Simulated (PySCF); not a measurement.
Si(OH)4 (H4O4Si), SMILES O[Si](O)(O)O.

Geometry optimised at B3LYP-D3(BJ)/def2-SVP. The isomer is the one that the SMILES or the coordinates give; other isomers of the formula were not compared. One conformer was computed; it need not be the lowest.

All values below come from B3LYP/def2-TZVP in PySCF.

Gas-phase values at a fixed geometry.

Task: Estimate the frontier levels, gap, dipole moment and polarisability. (Estimate from the structure and the level; the computed values follow.)

Result: 
| Property | Result |
|---|---|
| highest occupied level | -8.85 eV |
| lowest empty level | -0.02 eV |
| orbital gap | 8.83 eV |
| dipole moment | 0.00 D |
| quadrupole, principal values (traceless, Buckingham form, about the centre of nuclear charge) | -1.52, 0.76, 0.76 D·Å |
| mean static polarisability | 35.8 bohr³ (5.31 Å³) |
| polarisability, principal values | 34.0, 36.7, 36.7 bohr³ |
